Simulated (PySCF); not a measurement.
Partial charges of `CCC[Si@H](Cl)SC`

C₄H₁₁ClSSi.
Cartesian coordinates in Å at the GFN2-xTB level; atoms count from 1:
```
atom  x, y, z in Å
C1    -3.272   -0.282   -0.012
C2    -1.911    0.255    0.417
C3    -0.773   -0.400   -0.362
Si4    0.927    0.216    0.196
Cl5    1.147    2.191   -0.197
S6     2.416   -0.915   -0.866
C7     3.912   -0.015   -0.354
H8    -3.444   -0.087   -1.068
H9    -4.066    0.193    0.560
H10   -3.325   -1.356    0.153
H11   -1.883    1.336    0.263
H12   -1.773    0.073    1.485
H13   -0.913   -0.206   -1.429
H14   -0.830   -1.482   -0.238
H15    1.169    0.039    1.626
H16    4.053   -0.122    0.716
H17    4.744   -0.463   -0.886
H18    3.815    1.032   -0.623
```

Density: PBE0/pcSseg-1 (PySCF); schemes: Mulliken, IAO, Hirshfeld and ESP-fitted. The structure is a single GFN2-xTB conformer in the gas phase; no vibrational or solvent corrections.

Task: For which atoms does the sign change between the 4 schemes (beyond +0.03 e in one, beyond −0.03 e in another)?

Result: C2 and H11. Atomic charges aren't observables, and each scheme defines them in its own way.

Task: At which atom do the 4 schemes differ most?

Result: At Si4: from +0.125 (ESP-fitted) to +0.848 e (IAO), 0.723 e apart.

Task: Do the Mulliken, IAO, Hirshfeld and ESP-fitted schemes agree on where the charge is lowest?

Result: The schemes don't all agree: Mulliken C3 (-0.542); IAO C3 (-0.542); Hirshfeld C3 (-0.157); ESP-fitted C1 (-0.398).

Task: Tabulate the Mulliken, IAO, Hirshfeld and ESP-fitted charges.

Result: In e:

```tsv
atom	environment	Mulliken	IAO	Hirshfeld	ESP-fitted
C1	methyl carbon	-0.253	-0.414	-0.115	-0.398
C2	chain CH2 carbon	-0.305	-0.242	-0.065	+0.287
C3	sp3 carbon bound to silicon	-0.542	-0.542	-0.157	-0.203
Si4	chlorine-bound silicon	+0.778	+0.848	+0.333	+0.125
Cl5	silicon-bound chlorine	-0.314	-0.316	-0.111	-0.131
S6	sulfur bonded to C and Si	-0.304	-0.182	-0.104	-0.224
C7	S-methyl carbon	-0.400	-0.499	-0.118	-0.351
H8	methyl hydrogen	+0.111	+0.138	+0.041	+0.093
H9	methyl hydrogen	+0.118	+0.143	+0.043	+0.096
H10	methyl hydrogen	+0.109	+0.137	+0.040	+0.085
H11	methylene hydrogen	+0.132	+0.136	+0.033	-0.031
H12	methylene hydrogen	+0.126	+0.130	+0.037	-0.026
H13	methylene hydrogen	+0.156	+0.154	+0.043	+0.093
H14	methylene hydrogen	+0.150	+0.154	+0.044	+0.104
H15	Si–H hydrogen	-0.043	-0.134	-0.079	+0.006
H16	methyl hydrogen	+0.155	+0.156	+0.045	+0.147
H17	methyl hydrogen	+0.162	+0.172	+0.054	+0.186
H18	methyl hydrogen	+0.163	+0.161	+0.036	+0.142
```

Mean size of the charges over all atoms: IAO 0.259 e, Mulliken 0.240 e, ESP-fitted 0.152 e, Hirshfeld 0.083 e. Each set sums to the total charge, 0, to within 0.001 e. The Mulliken scheme counts on each atom the diagonal of the density matrix times the overlap matrix over that atom's basis functions.

Task: How closely do the schemes follow one another over all atoms?

Result: Correlation coefficient and root-mean-square difference: Mulliken with IAO 0.98, 0.062 e; IAO with Hirshfeld 0.98, 0.217 e; Mulliken with Hirshfeld 0.97, 0.195 e; IAO with ESP-fitted 0.66, 0.243 e; Hirshfeld with ESP-fitted 0.61, 0.147 e; Mulliken with ESP-fitted 0.61, 0.238 e.

Task: How many electrons does the ESP-fitted scheme count on C3?

Result: Z − q = 6 − (-0.203) = 6.203.

Task: Sum the charges by element, for elements with more than one atom.

Result: 
| element | atoms | Mulliken | IAO | Hirshfeld | ESP-fitted |
| --- | --- | --- | --- | --- | --- |
| C | 4 | -1.499 | -1.697 | -0.455 | -0.665 |
| H | 11 | +1.338 | +1.347 | +0.336 | +0.896 |
